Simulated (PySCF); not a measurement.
C2H5BiF2, SMILES C[CH2][Bi]([F])[F]. Geometry: PBE0-D3(BJ)/def2-SVP. The structure was generated by enumeration; whether it is a known compound was not checked. The def2 effective core potentials stand for the cores of Bi; spin–orbit coupling is left out. The values are those of a single conformer.

Computed equilibrium geometry at PBE0-D3(BJ)/def2-SVP (PySCF confirms it by a frequency run) as Cartesian coordinates in Å, and its point group (one conformer of several):
point group Cs.
```xyz
10

Bi     0.4494     0.1842     0.0000
F      0.0511    -1.1255    -1.5104
F      0.0511    -1.1255     1.5104
C     -1.6961     0.9046     0.0000
C     -2.6333    -0.2892     0.0000
H     -1.8174     1.5430     0.8910
H     -1.8174     1.5430    -0.8910
H     -2.4609    -0.9176    -0.8863
H     -2.4609    -0.9176     0.8863
H     -3.6886     0.0290     0.0000
```
Charge 0, spin multiplicity 1.
